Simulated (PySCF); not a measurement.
Job for PySCF: R-B3LYP/6-311+G** on CH6AlN (SMILES C[NH][AlH2]), a point of a torsion scan.

```python
from pyscf import gto, scf, dft, mp
from pyscf.data.elements import chemcore

mol = gto.M(
    atom='''
    C    -1.31988129    0.26150755    0.23971008
    N    -0.07152998   -0.45451595   -0.03322214
    Al    1.58248898    0.13276050   -0.35390141
    H    -2.06429849    0.07530043   -0.54033162
    H    -1.11141750    1.33042986    0.26836671
    H    -1.74816997   -0.03146173    1.20238101
    H    -0.26802885   -1.45359182   -0.02719007
    H     2.35760788    0.98951603    0.66854396
    H     2.27516707   -0.16867325   -1.69739001
    ''',
    basis='6-311+g**',
    charge=0, spin=0, verbose=3, max_memory=1800)
mf = dft.RKS(mol, xc='b3lyp')
mf.conv_tol = 1e-8
mf.max_cycle = 100
mf.kernel()
if not mf.converged:
    mf = mf.newton().run(mf.mo_coeff, mf.mo_occ)
```

It printed:

```
converged SCF energy = -338.953367968715
```

The calculation finished and met its thresholds.

Cost: about 12 core-seconds (a rough figure).
